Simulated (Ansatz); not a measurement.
`N#CBF` + `C#C[SeH]` → `C#C[Se]BF` + `C#N` at 500 K and 1 bar (ligand exchange at a B–C bond).

Computed with Ansatz on PBE0-D4/def2-TZVP structures; ΔE is electronic, products minus reactants. CCSD(T)/CBS adds triple-zeta CCSD(T) − MP2 to the extrapolated MP2 energy (def2 sets, frozen cores). This one scheme is used for every species. For Se outer-core shells are correlated without core-valence functions, which leaves a few kJ/mol of doubt a bond. Scalar relativity is left out up to krypton. Each species was taken in one conformer, which may not be the lowest.

```
    species  CCSD(T)/CBS energy (Eh)  H − E (kJ/mol)  S (J/(mol·K))
    `N#CBF`               -217.97421            88.6          310.2
 `C#C[SeH]`              -2477.92583            95.6          312.1
`C#C[Se]BF`              -2602.59174           130.7          383.0
      `C#N`                -93.32098            60.1          220.8
```

H − E and S are ideal-gas, rigid-rotor, harmonic terms from PBE0-D4/def2-TZVP, for one conformer and one mirror image of each species. 1 Eh = 2625.50 kJ/mol, R = 8.31446 J/(mol·K).

Question: By hand: ΔE, ΔH, ΔS and ΔG.

Answer: ΔE = (-2602.59174) + (-93.32098) − (-217.97421) − (-2477.92583) = -0.01268 Eh = -33.3 kJ/mol. Δ(H − E) = 130.7 + 60.1 − 88.6 − 95.6 = 6.6, so ΔH = -26.7 kJ/mol. ΔS = 383.0 + 220.8 − 310.2 − 312.1 = -18.5 J/(mol·K). ΔG = -26.7 − 500 × (-18.5)/1000 = -17.4 kJ/mol.

Question: By hand: the equilibrium constant, and the temperature at which ΔG would vanish if ΔH and ΔS stayed fixed.

Answer: log₁₀ K = −ΔG/(RT ln 10) = 1.8. ΔG = 0 at ΔH/ΔS = 1443 K, though so small a ΔS makes that figure unsure.

TΔS isn't small against ΔH here. A doubt of 5 kJ/mol in ΔE shifts log₁₀ K by 0.5 here. Other conformers and mirror images would add mixing entropy, several J/(mol·K) or more a flexible species. These are equilibria of isolated gas molecules and say nothing of rates. Largest T1 diagnostic: 0.015 (customary marks: 0.02 for closed shells, 0.045 for open ones).
